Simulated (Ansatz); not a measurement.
CoF₂⁺. Charge 1, multiplicity 3. Geometry r2SCAN-D4/def2-TZVP, that of the neutral quartet; atoms count from 1.

Cartesian coordinates in Å:
```
Co 0.000 0.000 0.000
F 0.137 1.699 -0.235
F -0.137 -1.699 0.235
```

The charge 1 triplet is spin-contaminated (final ⟨S²⟩ up to 3.01, 2.00 for a pure state). At PBE0-D4/def2-TZVP a quintet of charge 1 lies 1.13 eV below the triplet at the same geometry.

Problem. Estimate the Mulliken populations from the PBE0/def2-TZVP orbitals of Ansatz.

Solution. 
```
atom  charge (e)  spin (α − β)  d electrons
 Co1        1.40          2.41         7.07
  F2       -0.20         -0.21            –
  F3       -0.20         -0.21            –
```
Mulliken values depend strongly on the basis.

Problem. Where does the spin sit?

Solution. Summed by element: Co 2.41, F -0.41, of 2 unpaired in all. Largest on single atoms: Co1 2.41, F2 -0.21, F3 -0.21.

Problem. And the Mayer bond orders between heavy atoms (over 0.3)?

Solution. Co1–F2 1.00 (1.72 Å); Co1–F3 1.00 (1.72 Å).
